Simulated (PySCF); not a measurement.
Si(CCH)(H)2(Me) (C3H6Si), SMILES C#C[SiH2]C. The structure is a stationary point at r2SCAN-D4/def2-SVP.

These are r2SCAN-D4/def2-SVP (PySCF 2.14.0) values and carry that method's errors.

Harmonic wavenumbers (cm⁻¹): 133, 161, 242, 328, 486, 610, 703, 708, 716, 717, 752, 881, 904, 948, 1255, 1428, 1432, 2131, 2219, 2222, 3041, 3149, 3153, 3459. Rotational constants (GHz): 14.45, 3.220, 2.764; symmetry number 1.

Problem. Work out the zero-point energy and the ideal-gas rigid-rotor harmonic-oscillator thermochemistry at 298.15 K and 1 atm.

Solution. ZPE = ½ Σ hcν = ½ × 31777 cm⁻¹ = 45.43 kcal/mol. H − E(el) = 49.86 kcal/mol. Entropy in cal/(mol K): translation 38.66, rotation 25.33, vibration 11.53, total 75.52. G − E(el) = 27.34 kcal/mol. Cp = 23.25 cal/(mol K). Modes under 150 cm⁻¹ make the vibrational entropy uncertain.
